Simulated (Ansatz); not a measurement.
Reaction (ligand exchange at the Si–C bond): `C[SiH3]` + `CB(O)S` → `CB(S)O[SiH3]` + CH₄

Isolated molecules relaxed with PBE0-D4/def2-TZVP in Ansatz; ΔE leaves out vibrations. CCSD(T)/CBS is the MP2 limit (def2-TZVPP, def2-QZVPP) plus CCSD(T) − MP2 in def2-TZVPP, frozen cores. This one scheme is used for every species. DFT in def2-TZVPP. One conformer a species, not always the lowest.

```json
{"level": "PBE0-D4", "ΔE (kJ/mol)": "-83.3"}
{"level": "CCSD(T)/def2-TZVPP", "ΔE (kJ/mol)": "-91.2"}
```

Question: What does CCSD(T)/CBS give? (Estimate.)

Answer: Computed: -92.6 kJ/mol. The listed levels differ from it by 9.3, 1.4 kJ/mol.

Largest T1 diagnostic among the species: 0.012.

Leaving LDA and LC-ωPBE aside and taking each functional with its dispersion term where it has one, the values, not all of them listed here, spread over 23.6 kJ/mol, from BHLYP-D4 to PBE-D4. From PBE to PBE0 (25 % exact exchange), in def2-TZVPP and without D4, ΔE moves by −3.8 kJ/mol.
